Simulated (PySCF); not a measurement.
Mapped SMILES: `[PH3+:1][BH2-:2][C:3]([Cl:4])([Cl:5])[Cl:6]`; H(Xn) means a hydrogen on atom n.

Geometry: PBE0-D3(BJ)/def2-SVP; GIAO absolute shieldings from PySCF 2.14.0 with density-fitted response routines, gas phase, non-relativistic, averaged over equivalent atoms.

At PBE0/pcSseg-1 (155 basis functions, 23 s wall time on 1 thread of an Arm Neoverse V2, shared host):
| atoms | σ (ppm) |
| --- | --- |
| P1 | 464.2 |
| B2 | 128.2 |
| C3 | 60.3 |
| Cl4/Cl5/Cl6 | 487.1 |
| H(P1) | 26.92 |
| H(B2) | 28.81 |

Question: Estimate the result of repeating the calculation with HF/pcSseg-2.

Answer: 
```
      atoms  σ at HF/pcSseg-2  change
         P1             457.5    -6.7
         B2             134.3    +6.1
         C3              87.7   +27.4
Cl4/Cl5/Cl6             600.7  +113.6
      H(P1)             27.36   +0.44
      H(B2)             29.54   +0.73
```

The largest change is at Cl4/Cl5/Cl6 (chlorine bonded to C). Cost: 314 basis functions, 39 s wall time on 1 thread of an Arm Neoverse V2, shared host.

A carbon bonded to boron is broadened by the quadrupolar boron nucleus and is often missing from a measured spectrum. Carbons that carry Cl, above all several Cl atoms, come out too deshielded, partly because spin–orbit coupling is missing.
